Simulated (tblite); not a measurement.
Species: C₆H₄FSe (doublet state).
Bonds: F1–C2, C2–C3 (aromatic), C3–C4 (aromatic), C4–C5 (aromatic), C5–C6 (aromatic), C6–Se7, C6–C8 (aromatic), C2–C8 (aromatic). Hydrogens: H9 on C3; H10 on C4; H11 on Se7; H12 on C8.
Bond orders are those of one Lewis drawing.

Computed with GFN2-xTB (tblite), gas phase: L-BFGS steps from a force-field or distance-geometry start until the largest atomic force falls under 0.01 eV/Å.

Step 0: E = -616.4634 eV
```
atom  x, y, z in Å  |  force x, y, z in eV/Å
F1     -0.9893    2.5149    0.0095   -0.425  -0.001   0.085
C2     -0.7178    1.2033   -0.0075    0.938  -0.465  -0.087
C3     -1.6322    0.2132    0.2980   -1.381   1.206   0.174
C4     -1.2716   -1.1054    0.2560   -0.070  -2.276   0.203
C5      0.0120   -1.5093   -0.0440    0.065   2.273  -0.247
C6      0.9389   -0.5090   -0.3478   -0.256  -0.996   0.808
Se7     2.7443   -1.0017   -0.7947    0.910  -0.136  -0.056
C8      0.5855    0.8408   -0.3132    0.065  -0.629  -0.109
H9     -2.6705    0.4885    0.5524    0.651  -0.156  -0.140
H10    -2.0094   -1.8985    0.5005    0.400   0.713  -0.168
H11     3.6596   -0.7869    0.4197   -0.949   0.078  -0.444
H12     1.3518    1.5493   -0.5549    0.052   0.389  -0.019
```

Step 1: E = -616.6086 eV
```
atom  x, y, z in Å  |  force x, y, z in eV/Å
F1     -0.9953    2.5149    0.0107   -0.195  -0.264   0.039
C2     -0.7044    1.1966   -0.0087   -0.117  -0.273   0.142
C3     -1.6520    0.2305    0.3004    0.478  -0.839  -0.188
C4     -1.2726   -1.1379    0.2589   -0.307   0.750   0.102
C5      0.0129   -1.4768   -0.0475   -0.453   0.675   0.021
C6      0.9353   -0.5233   -0.3363    0.593   0.257   0.413
Se7     2.7573   -1.0036   -0.7955    0.681  -0.179  -0.097
C8      0.5864    0.8319   -0.3148    0.643  -0.393  -0.212
H9     -2.6612    0.4863    0.5504   -0.205   0.124   0.058
H10    -2.0037   -1.8883    0.4981   -0.154  -0.075   0.023
H11     3.6460   -0.7858    0.4134   -0.851   0.086  -0.335
H12     1.3526    1.5549   -0.5552   -0.114   0.131   0.034
```

Step 2: E = -616.6671 eV
```
atom  x, y, z in Å  |  force x, y, z in eV/Å
F1     -0.9996    2.5111    0.0116   -0.126  -0.394   0.029
C2     -0.7028    1.1911   -0.0070    0.128  -0.294   0.043
C3     -1.6501    0.2228    0.2984    0.194  -0.313  -0.103
C4     -1.2772   -1.1353    0.2611   -0.260   0.549   0.077
C5      0.0067   -1.4592   -0.0481   -0.259   0.211   0.046
C6      0.9428   -0.5232   -0.3276    0.706   0.190   0.270
Se7     2.7702   -1.0066   -0.7971    0.468  -0.198  -0.164
C8      0.5957    0.8241   -0.3182    0.194   0.082  -0.059
H9     -2.6618    0.4875    0.5507   -0.068   0.088   0.018
H10    -2.0045   -1.8868    0.4979   -0.194  -0.144   0.033
H11     3.6306   -0.7843    0.4071   -0.724   0.100  -0.205
H12     1.3512    1.5581   -0.5548   -0.059   0.123   0.016
```

**Question.** Estimate the geometry and energy of step 3. (The exact step hangs on the optimiser's Hessian estimate; all steps are aligned on step 2, rigid shifts and turns removed.)

**Answer.** E = -616.7369 eV, largest force 0.510 eV/Å
```
atom  x, y, z in Å  |  force x, y, z in eV/Å
F1     -1.0095    2.4943    0.0137   -0.001  -0.486   0.003
C2     -0.6918    1.1741   -0.0047    0.030  -0.048  -0.021
C3     -1.6494    0.2130    0.2942   -0.170   0.480   0.036
C4     -1.2902   -1.1263    0.2665   -0.061  -0.038   0.014
C5     -0.0065   -1.4268   -0.0482    0.452  -0.213   0.008
C6      0.9721   -0.5218   -0.3073    0.232  -0.049   0.089
Se7     2.8010   -1.0166   -0.8044   -0.070  -0.217  -0.379
C8      0.6096    0.8181   -0.3233    0.051   0.297   0.110
H9     -2.6611    0.4906    0.5508    0.042   0.108  -0.028
H10    -2.0098   -1.8870    0.4979   -0.170  -0.152   0.017
H11     3.5885   -0.7793    0.3928   -0.365   0.151   0.173
H12     1.3483    1.5670   -0.5540    0.031   0.166  -0.020
```

The energy changes by -0.0697 eV. The first-order estimate −F·Δx gives -0.1201 eV and the mean of the old and new forces, exact on a quadratic surface, -0.0690 eV. The step makes an angle of 27° with the force vector and moves no atom by more than 0.045 Å.

The cost below is that of the whole relaxation. On one thread of an Arm Neoverse V2, shared host with 96 logical CPUs at a one-minute load of 12, this took 0.31 s of wall time.
